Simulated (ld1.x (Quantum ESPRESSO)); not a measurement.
# vanadium (V): excitation energies, all-electron against TM

ld1.x (Quantum ESPRESSO) 7.5 input, shortened:

```
&input
   title='V', zed=23., rel=1, dft='PBESOL', iswitch=3,
   config='[Ar] 3d3 4s2 4p0'
 /
 &inputp
   pseudotype=2, tm=.true., lloc=0,
   nlcc=.false.
 /
3
3P  2  1   6.00   0.00  0.95  0.95  0.0
3D  3  2   3.00   0.00  1.75  1.75  0.0
3S  1  0   2.00   0.00  1.50  1.50  0.0
 &test
   configts(1)='3s2 3p6 3d3 4s2 4p0'
 /
```

Occupied shells without a wave of their own: 4s. They enter only through the test configuration that unscreens the potential.

Energies are relative to the spin-unpolarised reference configuration 3s2 3p6 3d3 4s2 4p0; without spin polarisation the order of configurations can differ from experiment.

```
valence configuration  charge  ΔE all-electron (eV)  error AE − PS (meV)
  3s2 3p6 3d3 4s1 4p0      +1                 7.750                 -852
  3s2 3p6 3d2 4s0 4p0      +3                50.802                -3359
  3s1 3p6 3d3 4s2 4p0      +1                77.230                  -23
  3s2 3p6 3d2 4s2 4p1       0                 5.803                 +274
  3s2 3p6 3d3 4s1 4p1       0                 3.368                 -595
```

(1) What are ΔE and the potential's error for 3s2 3p6 3d3 4s0 4p0?

(2) What are ΔE and the potential's error for 3s2 3p6 3d4 4s1 4p0?

Levels in the configuration 3s2 3p6 3d4 4s1 4p0:

| level | all-electron (eV) | pseudo (eV) |
| --- | --- | --- |
| 3s | -66.372 | -66.736 |
| 3p | -40.434 | -40.769 |
| 3d | -2.441 | -2.708 |
| 4s | -3.883 | -4.498 |

The potential misses its own reference levels by up to 0.6 eV.

Results:

(1) ΔE = 21.953 eV all-electron; the error (AE − PS) is -2219 meV.

(2) ΔE = 0.581 eV all-electron; the error (AE − PS) is -468 meV.

The 4s level has no wave, so the channel is fitted at the deeper level alone: the likely source of the large errors.
